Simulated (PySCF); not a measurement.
technetium atom (Tc), sextet (core potentials on Tc); PBE/def2-TZVP (PySCF).

Here is a job for PySCF.
```python
from pyscf import gto, scf, dft

mol = gto.Mole()
mol.atom = '''
    Tc    0.000000    0.000000    0.000000
'''
mol.basis = 'def2-tzvp'
mol.ecp = {'Tc': 'def2-tzvp'}
mol.charge = 0
mol.spin = 5
mol.verbose = 4
mol.build()

mf = dft.UKS(mol)
mf.xc = 'pbe'
mf.kernel()
```

Q: Predict the main parts of the log of this PySCF run.

A: 
```
PySCF version 2.14.0

[INPUT] verbose = 4
[INPUT] num. atoms = 1
[INPUT] num. electrons = 15
[INPUT] charge = 0
[INPUT] spin (= nelec alpha-beta = 2S) = 5
[INPUT] symmetry False subgroup None
[INPUT] Mole.unit = angstrom
[INPUT] Symbol           X                Y                Z      unit          X                Y                Z       unit  Magmom
[INPUT]  1 Tc     0.000000000000   0.000000000000   0.000000000000 AA    0.000000000000   0.000000000000   0.000000000000 Bohr   0.0

nuclear repulsion = 0
number of shells = 14
number of NR pGTOs = 60
number of NR cGTOs = 40
basis = def2-tzvp
ecp = {'Tc': 'def2-tzvp'}

******** <class 'pyscf.dft.uks.UKS'> ********
method = UKS
initial guess = minao
damping factor = 0
level_shift factor = 0
DIIS = <class 'pyscf.scf.diis.CDIIS'>
diis_start_cycle = 1
diis_space = 8
diis_damp = 0
SCF conv_tol = 1e-09
SCF conv_tol_grad = None
SCF max_cycles = 50
direct_scf = True
direct_scf_tol = 1e-13
number electrons alpha = 10  beta = 5
XC library pyscf.dft.libxc version 7.1.2
    S. Lehtola, C. Steigemann, M. J. T. Oliveira, and M. A. L. Marques,  SoftwareX 7, 1–5 (2018)
XC functionals = pbe
    J. P. Perdew, K. Burke, and M. Ernzerhof,  Phys. Rev. Lett. 77, 3865 (1996)
    J. P. Perdew, K. Burke, and M. Ernzerhof,  Phys. Rev. Lett. 78, 1396 (1997)
    J. P. Perdew, K. Burke, and M. Ernzerhof,  Phys. Rev. Lett. 77, 3865 (1996)
    J. P. Perdew, K. Burke, and M. Ernzerhof,  Phys. Rev. Lett. 78, 1396 (1997)
radial grids:
    Treutler-Ahlrichs [JCP 102, 346 (1995); DOI:10.1063/1.469408] (M4) radial grids

becke partition: Becke, JCP 88, 2547 (1988); DOI:10.1063/1.454033
pruning grids: <function nwchem_prune>
grids dens level: 3
symmetrized grids: False
atomic radii adjust function: <function treutler_atomic_radii_adjust>
small_rho_cutoff = 0
Set gradient conv threshold to 3.16228e-05
tot grids = 22176
init E= -73.8637626180979

cycle= 1 E= -80.6087104436283  delta_E= -6.74  |g|= 0.496  |ddm|= 2.85
cycle= 2 E= -79.8209532044521  delta_E= 0.788  |g|=  1.1  |ddm|= 1.98
cycle= 3 E= -80.6988318353739  delta_E= -0.878  |g|= 0.167  |ddm|= 1.73
cycle= 4 E= -80.6790224938366  delta_E= 0.0198  |g|= 0.261  |ddm|= 1.12
cycle= 5 E= -80.6965843565398  delta_E= -0.0176  |g|= 0.189  |ddm|= 0.116
cycle= 6 E= -80.7160448408897  delta_E= -0.0195  |g|= 0.0807  |ddm|= 0.603
cycle= 7 E= -80.7177694461418  delta_E= -0.00172  |g|= 0.0545  |ddm|= 0.044
cycle= 8 E= -80.7186442676502  delta_E= -0.000875  |g|= 0.0336  |ddm|= 0.0715
cycle= 9 E= -80.7190850742897  delta_E= -0.000441  |g|= 0.0173  |ddm|= 0.0304
cycle= 10 E= -80.7191987249353  delta_E= -0.000114  |g|= 0.00916  |ddm|= 0.0148
cycle= 11 E= -80.7192437475141  delta_E= -4.5e-05  |g|= 0.00182  |ddm|= 0.0178
cycle= 12 E= -80.7192450891293  delta_E= -1.34e-06  |g|= 0.00152  |ddm|= 0.00275
cycle= 13 E= -80.719249013353  delta_E= -3.92e-06  |g|= 0.00192  |ddm|= 0.016
cycle= 14 E= -80.7192590559581  delta_E= -1e-05  |g|= 0.00209  |ddm|= 0.108
cycle= 15 E= -80.719263299696  delta_E= -4.24e-06  |g|= 0.000466  |ddm|= 0.0332
cycle= 16 E= -80.7192621971521  delta_E= 1.1e-06  |g|= 0.000838  |ddm|= 0.0247
cycle= 17 E= -80.719263387861  delta_E= -1.19e-06  |g|= 0.000224  |ddm|= 0.014
cycle= 18 E= -80.7192634814268  delta_E= -9.36e-08  |g|= 4.68e-05  |ddm|= 0.0041
cycle= 19 E= -80.7192634878557  delta_E= -6.43e-09  |g|= 5.67e-06  |ddm|= 0.00131
cycle= 20 E= -80.7192634880126  delta_E= -1.57e-10  |g|= 2.64e-06  |ddm|= 0.00024
Extra cycle  E= -80.719263488056  delta_E= -4.34e-11  |g|= 3.1e-06  |ddm|= 2.64e-05
converged SCF energy = -80.719263488056  <S^2> = 8.7572874  2S+1 = 6.0024286
```
